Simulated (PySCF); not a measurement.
# Hartree-Fock beside MP2: B2H3OSi

These are calculations, not measurements. The program is PySCF 2.14.0, an open-source quantum chemistry code, run on an isolated molecule that a program drew, which may never have been made. The molecule is B2H3OSi (charge 0, doublet), drawn as the SMILES string `O=BB[SiH2]`.

The geometry was optimised and harmonic frequencies were computed with HF and MP2, all in the cc-pV(D+d)Z basis, for the commonest isotopes, with a restricted reference for singlets and an unrestricted one otherwise, and a frozen core in MP2. Each result is a local minimum of its method.

Geometry at the HF minimum:
```xyz
7
B2H3OSi, angstrom
O     0.9739    1.0609    2.9522
B     0.8944    0.2891    2.0505
B     0.7517   -0.7962    0.7638
Si   -0.8506   -0.8834   -0.3090
H     1.6587   -1.5308    0.5043
H    -1.0208   -1.8126   -1.4401
H    -2.0392   -0.0385   -0.0991
```

Lengths of the bonds as drawn, in Å (atoms numbered as above):
| bond | HF | MP2 |
|---|---|---|
| O1-B2 | 1.190 | 1.224 |
| B2-B3 | 1.689 | 1.678 |
| B3-Si4 | 1.930 | 1.928 |
| B3-H5 | 1.196 | 1.204 |
| Si4-H6 | 1.474 | 1.479 |
| Si4-H7 | 1.473 | 1.479 |

Rotational constants, in GHz:
| constant | HF | MP2 |
|---|---|---|
| A | 26.57 | 25.55 |
| B | 2.33 | 2.348 |
| C | 2.142 | 2.151 |

Harmonic frequencies in cm^-1, each column in rising order, so a row needn't be the same motion in every method:
```
rank,HF,MP2
1,127,116
2,248,230
3,373,395
4,429,410
5,447,486
6,530,521
7,717,670
8,739,716
9,832,?
10,1014,969
11,1082,1037
12,2134,1927
13,2355,2305
14,2367,2326
15,2742,2686
```

**Estimate the missing MP2 frequency from the HF column.**

A single factor s that minimises the squared misfit of MP2 against s times HF over the other rows is sum(HF x MP2) / sum(HF^2) = 0.9653, with an rms misfit of 44 cm^-1. For rank 9 it gives 0.9653 x 832 = 803 cm^-1. The calculation gives 812 cm^-1, 9 cm^-1 above the estimate. The drawn bonds are on average 0.6 % longer in MP2 than in HF.
